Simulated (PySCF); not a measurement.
Checking a proposed structure

A compound C4H9BN2 gives the data below (simulated from a calculation) and was assigned the structure `C=C[C@@H]1CNBN1`.

13C{1H} NMR (computed): δ 162.1 (CH), 135.5 (C), 119.5 (CH2), 31.9 (CH3).

1H NMR (300 MHz, computed): δ 6.65 (dd, J = 21.7, 15.2 Hz, 1H), 5.34 (dd, J = 15.2, 1.7 Hz, 1H), 4.59 (dd, J = 21.7, 1.7 Hz, 1H), 2.88 (s, 3H), 2.76 (br s, 1H), 2.55 (br s, 1H), 2.52 (br, 1H).

Level of theory: σ from GIAO-CAM-B3LYP/pcSseg-1, PBE0-D3(BJ)/def2-SVP geometry, couplings computed with B3LYP/pcJ-1 (spin–dipole term only in couplings to heteroatoms), in PySCF 2.14.0 with density-fitted response routines (a single conformation, relativity neglected, gas phase, equivalent nuclei averaged).

δ = σ(ref) − σ, references computed at the same level: TMS for 1H (σref 31.33) and 13C (σref 182.45).

**Question.** Compare with the shifts computed for the proposed structure, pairing carbons in order of shift.

**Answer.** Atoms are numbered as in `[CH2:1]=[CH:2][C@@H:3]1[CH2:4][NH:5][BH:6][NH:7]1`. Each H is labelled by its parent atom.

```json
{"atom": "C2", "computed for proposal": "157.3", "given list": "162.1", "difference": "-4.8"}
{"atom": "C1", "computed for proposal": "122.2", "given list": "135.5", "difference": "-13.3"}
{"atom": "C3", "computed for proposal": "63.2", "given list": "119.5", "difference": "-56.3"}
{"atom": "C4", "computed for proposal": "53.5", "given list": "31.9", "difference": "+21.6"}
```

The rms difference is 31.0 ppm and the largest -56.3 ppm at C3 (allylic sp3 CH bonded to N). The carbon types in order of shift don't match either: CH, CH2, CH, CH2 for the proposal against CH, C, CH2, CH3 in the data. The proposal doesn't fit.

**Question.** Which isomer fits?

**Answer.** `C(=C)[B@H-](C#N)[NH2+]C`.

- δC 162.1: alkene CH; an sp2 carbon of a C=C bond.
- δC 135.5: nitrile carbon.
- δC 119.5: terminal =CH2 carbon; the olefinic region.
- δH 2.76, 2.55: hydrogen on a donor nitrogen of a Lewis adduct; exchangeable; this is the value without hydrogen bonding to other molecules.
- The protons at 4.59 and 6.65 share a coupling of 21.7 Hz (vicinal, trans across C=C).
- The protons at 5.34 and 6.65 share a coupling of 15.2 Hz (vicinal, cis across C=C).

Other isomers checked: C=CB1NCCN1 (rms 37.9 ppm).

This is the structure that produced the data.

Exchangeable OH/NH protons stand at their gas-phase positions; hydrogen bonding in a real sample shifts them, mostly to higher δ. Hydrogens on boron are broadened and split by 11B (spin 3/2, 80 %) and 10B (spin 3). A carbon bonded to boron is broadened by the quadrupolar boron nucleus and is often missing from a measured spectrum. Multiplet labels drop couplings under 1 Hz and merge nearly equal ones. Unscaled 3J(H,H) at this level run about 10 % above measured values. Shifts are as computed, not scaled to solution data. Of 1211 compounds with measured shifts, 218 miss one by over three times the rms of a fit or turn the order of signals round; such compounds aren't used in these exercises. Couplings to exchangeable protons are dropped. 3J across rotatable bonds or in flexible rings reflects this conformer alone.
